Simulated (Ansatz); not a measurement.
Start from `CBN[SiH2]C` and change one atom or group to get `C[SiH2][NH][GeH3]`.

Ansatz, PBE0-D4/def2-TZVP geometries, multiplicity 1. Each molecule was computed in one conformer, which needn't be the lowest.

Scalar relativity is left out up to krypton.

```csv
property,`CBN[SiH2]C`
HOMO–LUMO gap (ωB97M-V/def2-TZVPP) / eV,12.42
HOMO–LUMO gap (PBE/def2-TZVPP) / eV,6.09
size of the dipole moment (PBE/def2-TZVPP) / D,1.08
size of the dipole moment (B3LYP/def2-TZVPP) / D,1.02
"ideal-gas entropy at 298 K and 1 bar (rigid rotor, harmonic PBE0-D4/def2-TZVP) / J/(mol·K)",364
HOMO energy (ωB97M-V/def2-TZVPP) / eV,-10.35
```

(1) What does the change do to each property? (An estimate is asked.)

Answers

(1) Computed: 
| property | `C[SiH2][NH][GeH3]` | shift |
| --- | --- | --- |
| HOMO–LUMO gap (ωB97M-V/def2-TZVPP) / eV | 11.32 | -1.10 |
| HOMO–LUMO gap (PBE/def2-TZVPP) / eV | 5.25 | -0.84 |
| size of the dipole moment (PBE/def2-TZVPP) / D | 1.08 | 0.00 |
| size of the dipole moment (B3LYP/def2-TZVPP) / D | 1.04 | 0.02 |
| ideal-gas entropy at 298 K and 1 bar (rigid rotor, harmonic PBE0-D4/def2-TZVP) / J/(mol·K) | 381 | 17 |
| HOMO energy (ωB97M-V/def2-TZVPP) / eV | -9.42 | 0.93 |

The zero-point energy changes by -72.9 kJ/mol with -6 modes. Dipoles are sizes alone; their direction can turn. Modes under 60 cm⁻¹, often nearly free rotors, make the harmonic entropy too high.

B3LYP here is the variant with VWN-RPA as its local correlation; programs differ in this.
